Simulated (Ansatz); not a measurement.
Ideal-gas functions of `[Br][GeH2][Br]` at 600 K and 1 bar, from an Ansatz frequency run at PBE0-D4/def2-TZVP.

Molar mass 234.43 g/mol, point group C2v (symmetry number 2), electronic degeneracy 1, moments of inertia 97.792, 562.109, 653.188 u Å². Harmonic wavenumbers (cm⁻¹, unscaled): 98, 299, 326, 485, 630, 753, 845, 2185, 2201.

Use S(trans) = R[1.5 ln M + 2.5 ln T − 1.1517]; rotational temperatures θ = 24.2544 K / I; S(rot) = R[ln(√π/σ · √(T³/θAθBθC)) + 1.5]; for each mode x = 1.438777 ν̃/T, S = R[x/(eˣ − 1) − ln(1 − e⁻ˣ)] and H = RT x/(eˣ − 1); 1 cm⁻¹ = 0.0119627 kJ/mol; R = 8.31446 J/(mol·K).

Question: By hand: the entropy, in J/(mol·K).

Answer: Translation 191.5. Rotation: θ = 0.248, 0.0431, 0.0371 K, giving 123.8. Vibration, mode by mode: 20.37, 11.26, 10.57, 7.51, 5.63, 4.45, 3.73, 0.28, 0.27, in all 64.1. Electronic 0.0. Sum 379.4 J/(mol·K).

Question: By hand: H − E and G − E in kJ/mol, counted from the electronic energy.

Answer: Zero-point energy ½ × 7822 × 0.0119627 = 46.8; thermal vibration 19.5; translation, rotation and pV give 4 RT = 20.0. H − E = 86.3 kJ/mol, and G − E = 86.3 − 600 × 379.4/1000 = -141.3 kJ/mol.

Vibration gives 17 % of the entropy, 20.4 J/(mol·K) of it from the mode under 150 cm⁻¹: soft modes count most, and the harmonic formula is weakest for them.
